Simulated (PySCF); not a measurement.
# A ladder of Hamiltonians for Yb⁵⁶⁺ (ytterbium, charge +56)

Occupied: 1s1/2, 2s1/2, 2p1/2, 2p3/2, 3s1/2, 3p1/2. Hartree-Fock calculated with PySCF 2.14 in an uncontracted even-tempered set (17 s from 7.2 bohr⁻², ratio 2.7; 14 p from 8.7 bohr⁻², ratio 2.7), Gaussian nucleus throughout. NR is non-relativistic, sf-X2C the spin-free one-electron X2C Hamiltonian, X2C adds the bare one-electron spin-orbit term, X2C-SNSO screens it by Boettger's factors, DC is four-component Dirac-Coulomb, and the Gaunt and Breit terms are added at first order (total energies over the DC spinors, levels after relaxing the spinors in that mean field). QED terms are absent. Levels marked empty are virtual spinors of this ion; the basis has s and p functions only, so 3d, which can lie below the n = 4 levels, is absent.

```tsv
Hamiltonian	E (hartree)	E − E(DC) (hartree)	CPU seconds
X2C	-10668.9506	3.4719	0.22
X2C-SNSO	-10667.7849	4.6376	0.22
DC	-10672.4225	0.0000	9.2
DC+Gaunt	-10659.4510	12.9715	15
DC+Breit	-10660.6248	11.7977	44
```

Problem. Give the 2p spin-orbit interval with each Hamiltonian that has one.

Solution. X2C 1130; X2C-SNSO 1094; DC 1093; DC+Gaunt 1080; DC+Breit 1081 (eV).

```csv
level (eV),X2C,X2C-SNSO,DC,DC+Gaunt,DC+Breit
1s1/2,-65971.8,-65973.1,-66043.3,-65838.6,-65852.7
2s1/2,-14698.8,-14699.3,-14709.0,-14686.9,-14688.6
2p1/2,-14271.2,-14245.3,-14251.1,-14213.3,-14217.1
2p3/2,-13141.7,-13150.8,-13157.8,-13132.8,-13136.5
3s1/2,-5884.9,-5885.1,-5887.5,-5881.9,-5882.6
3p1/2,-5740.1,-5733.5,-5735.0,-5725.3,-5726.6
3p3/2 (empty),-5336.4,-5338.8,-5340.2,-5334.1,-5335.3
4s1/2 (empty),-3058.6,-3058.7,-3059.5,-3057.4,-3057.7
```

Weight of the small component: 1s1/2 0.0690, 2s1/2 0.0159, 2p1/2 0.0159, 2p3/2 0.0145, 3s1/2 0.00611, 3p1/2 0.00605, 3p3/2 0.00565, 4s1/2 0.00287.

Koopmans' value for the highest occupied level at DC+Breit: 5726.6 eV, against an ionisation energy of 5731 ± 5 eV (theoretical estimate listed by NIST; NIST Atomic Spectra Database, ionization energies); the former lacks relaxation, correlation, QED and recoil.

The whole ladder took 71 s of wall time on 1 thread of Neoverse-V2 (shared host), launched as `OMP_NUM_THREADS=1 python relrun2.py TASK.json OUT` (a driver that calls PySCF for each Hamiltonian).
